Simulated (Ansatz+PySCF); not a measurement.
The numbers below are computed, except where a source is named.
Input for Ansatz (development build ahead of 0.2.0):

```yaml
crystal:
  periodic: [false, false, false]
  atoms:
    - { symbol: Zr, position_ang: [-0.00279, -0.00958, -0.00069] }
    - { symbol: F, position_ang: [1.09277, 1.10054, 1.10177] }
    - { symbol: F, position_ang: [1.08876, -1.10244, -1.09572] }
    - { symbol: F, position_ang: [-1.10212, 1.08851, -1.09199] }
    - { symbol: F, position_ang: [-1.09207, -1.09942, 1.08593] }
basis:
  gaussian: { orbitals: def2-SVP }
hamiltonian:
  xc: hf
correlation:
  method: mp2
  frozen_orbitals: { F: 1, Zr: 0 }
scf:
  omitted_lower_state_checks: [starts, atomic_configurations, cluster_reference, orbital_swaps, given_window_search, neighbouring_geometries, increment]
```

The input is written out in the form of the current development build from the run's settings. The basis set brings a core potential for Zr, so the total leaves out those core electrons.

Output:

```yaml
Converged: yes
Reference_energy: -444.29852 hartree
Correlation_energy: -0.99440 hartree
Total_energy: -445.29292 hartree
Spin_squared_of_the_determinant: 0.000
Stability_test: minimum among restricted orbitals
```

Caution: other spin multiplicities were not run.
